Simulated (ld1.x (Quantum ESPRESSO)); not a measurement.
# u(r) = r·R(r): atom against pseudo-atom (aluminium)

Columns: radius, all-electron u(r) and pseudo u(r) of the 3p shell (level -13.03 eV) of aluminium in the configuration [Ne] 3s1.5 3p0; Wu–Cohen, scalar-relativistic, TM semilocal scheme, ld1.x (Quantum ESPRESSO) 7.5.

```json
{"r (bohr)": "0.093", "all-electron": "0.0878", "pseudo": "-0.0034"}
{"r (bohr)": "0.185", "all-electron": "0.2017", "pseudo": "-0.0133"}
{"r (bohr)": "0.278", "all-electron": "0.2681", "pseudo": "-0.0295"}
{"r (bohr)": "0.370", "all-electron": "0.2817", "pseudo": "-0.0511"}
{"r (bohr)": "0.463", "all-electron": "0.2549", "pseudo": "-0.0776"}
{"r (bohr)": "0.555", "all-electron": "0.2020", "pseudo": "-0.1075"}
{"r (bohr)": "0.648", "all-electron": "0.1326", "pseudo": "-0.1405"}
{"r (bohr)": "0.740", "all-electron": "0.0558", "pseudo": "-0.1750"}
{"r (bohr)": "0.833", "all-electron": "-0.0245", "pseudo": "-0.2110"}
{"r (bohr)": "0.925", "all-electron": "-0.1031", "pseudo": "-0.2474"}
{"r (bohr)": "1.018", "all-electron": "-0.1794", "pseudo": "-0.2849"}
{"r (bohr)": "1.110", "all-electron": "-0.2501", "pseudo": "-0.3227"}
{"r (bohr)": "1.203", "all-electron": "-0.3159", "pseudo": "-0.3618"}
{"r (bohr)": "1.295", "all-electron": "-0.3750", "pseudo": "-0.4012"}
{"r (bohr)": "1.388", "all-electron": "-0.4286", "pseudo": "-0.4414"}
{"r (bohr)": "1.480", "all-electron": "-0.4755", "pseudo": "-0.4807"}
{"r (bohr)": "1.573", "all-electron": "-0.5170", "pseudo": "-0.5185"}
{"r (bohr)": "1.665", "all-electron": "-0.5523", "pseudo": "-0.5525"}
{"r (bohr)": "1.758", "all-electron": "-0.5822", "pseudo": "-0.5822"}
{"r (bohr)": "1.850", "all-electron": "-0.6062", "pseudo": "-0.6062"}
{"r (bohr)": "1.943", "all-electron": "-0.6253", "pseudo": "-0.6253"}
{"r (bohr)": "2.035", "all-electron": "-0.6392", "pseudo": "-0.6392"}
{"r (bohr)": "2.128", "all-electron": "-0.6485", "pseudo": "-0.6485"}
{"r (bohr)": "2.220", "all-electron": "-0.6536", "pseudo": "-0.6536"}
{"r (bohr)": "2.313", "all-electron": "-0.6547", "pseudo": "-0.6547"}
{"r (bohr)": "2.405", "all-electron": "-0.6522", "pseudo": "-0.6522"}
```

**Question.** How many radial nodes do the two functions have?

**Answer.** The all-electron 3p function has n − l − 1 = 1; the pseudo-wave has 0, since the states of the same l below it are removed with the core.

**Question.** At about which radius was the pseudo-wave matched?

**Answer.** 1.85 bohr. The columns agree to 0.0005 from 1.67 bohr on; several derivatives are matched, so the curves merge somewhat inside the radius.

**Question.** Is the pseudo-wave norm-conserving?

**Answer.** Yes: the TM semilocal scheme keeps the norm inside the radius equal to the all-electron one, which fixes the energy derivative of the logarithmic derivative at the level.
